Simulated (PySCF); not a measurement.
**Continuum solvent and chemical shifts**

Atoms are numbered as in `[CH2:1]=[CH:2][CH:3]1[CH2:4][CH2:5][CH2:6][CH2:7][CH2:8]1`. Each H is labelled by its parent atom. Ha(C4), Ha(C5), Ha(C6), Ha(C7), Ha(C8) are cis to C2 on the ring; Ha(C1) is cis to C3; Hb(C4), Hb(C5), Hb(C6), Hb(C7), Hb(C8) are trans to C2 on the ring; Hb(C1) is trans to C3.

GIAO PBE0/pcSseg-1 in PySCF 2.14 on one PBE0-D3(BJ)/def2-SVP conformer, non-relativistic, equivalent nuclei averaged. Solvents enter as an IEF-PCM continuum (chloroform with ε = 4.7, tetrahydrofuran with ε = 7.4, methanol with ε = 32.6) around the gas-phase geometry. Shifts are referred to TMS computed in the same medium.

Gas phase, δ in ppm: C2 154.9, C1 120.1, C3 47.1, C4/C8 35.4, C5/C7 28.1, C6 28.1, H(C2) 5.80, Ha(C1) 5.31, Hb(C1) 5.13, Ha(C5)/Ha(C7) 1.63, H(C3) 1.59, Hb(C6) 1.52, Hb(C4)/Hb(C8) 1.50, Hb(C5)/Hb(C7) 1.20. Dipole moment 0.45 D.

**Question.** How does each δ change in the continuum?

**Answer.** 
| atoms | environment | Δδ, chloroform | Δδ, tetrahydrofuran | Δδ, methanol |
| --- | --- | --- | --- | --- |
| C2 | alkene CH | +2.2 | +2.6 | +3.1 |
| C1 | terminal =CH2 carbon | +0.1 | +0.1 | +0.2 |
| C3 | allylic sp3 CH | +0.5 | +0.6 | +0.7 |
| C4/C8 | sp3 CH2 in a ring | +0.4 | +0.4 | +0.5 |
| C5/C7 | sp3 CH2 in a ring | +0.3 | +0.4 | +0.4 |
| C6 | sp3 CH2 in a ring | +0.3 | +0.4 | +0.5 |
| H(C2) | hydrogen on an alkene CH | +0.13 | +0.15 | +0.18 |
| Ha(C1) | hydrogen on a terminal =CH2 carbon | +0.06 | +0.07 | +0.09 |
| Hb(C1) | hydrogen on a terminal =CH2 carbon | +0.05 | +0.06 | +0.08 |
| Ha(C5)/Ha(C7) | hydrogen on an sp3 CH2 in a ring | 0.00 | 0.00 | -0.01 |
| H(C3) | hydrogen on an allylic sp3 CH | +0.07 | +0.08 | +0.10 |
| Hb(C6) | hydrogen on an sp3 CH2 in a ring | 0.00 | 0.00 | -0.01 |
| Hb(C4)/Hb(C8) | hydrogen on an sp3 CH2 in a ring | -0.06 | -0.07 | -0.09 |
| Hb(C5)/Hb(C7) | hydrogen on an sp3 CH2 in a ring | +0.02 | +0.02 | +0.03 |

Changes are relative to the gas phase. The dipole moment becomes 0.58 D in chloroform, 0.60 D in tetrahydrofuran, 0.63 D in methanol.

**Question.** Which nuclei move most (in ppm), and what does the model miss?

**Answer.** C2 (alkene CH, +3.1 ppm) in methanol. A continuum only polarises the solute; specific hydrogen bonds, the anisotropy of aromatic solvents and changes of geometry or conformer are outside it.
